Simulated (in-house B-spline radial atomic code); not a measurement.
Configurations of Nd⁵⁺, with energies counted from [Kr] 4d10 4f2 5s2 5p5. All numbers are computed (scalar-relativistic (X2C) TPSSh, spin-polarised, spherical fractional occupations, exact exchange averaged over the configuration; Fermi nucleus of rms radius 4.9123 fm) with a B-spline radial code for spherical atoms, not measured. Shells without spins written out take the highest spin.

Occupations are held fixed; configurations that lie above the ionisation limit could autoionise.

```tsv
configuration	E - E(ref) (eV)	highest orbital	its <r> (bohr)
[Kr] 4d10 4f2 5s2 5p4 5d1	25.763	5d up	1.894
[Kr] 4d10 4f1 5s2 5p5 6s1	30.444	6s up	2.747
[Kr] 4d9 4f3 5s2 5p5	115.93	4f up	0.8644
[Kr] 4d9 4f2 5s2 5p5 6d1	164.72	6d up	3.774
```

Question: Order these further configurations by energy, lowest first.
A. [Kr] 4d10 4f2 5s2 5p4 6s1
B. [Kr] 4d10 4f2 5s2 5p4 6d1
C. [Kr] 4d9 4f2 5s2 5p5 6s1
D. [Kr] 4d10 4f3 5s2 5p4
E. [Kr] 4d10 4f2 5s2 5p4 6p1

Answer: D (10.445 eV), A (36.212 eV), E (43.062 eV), B (52.308 eV), C (148.41 eV).
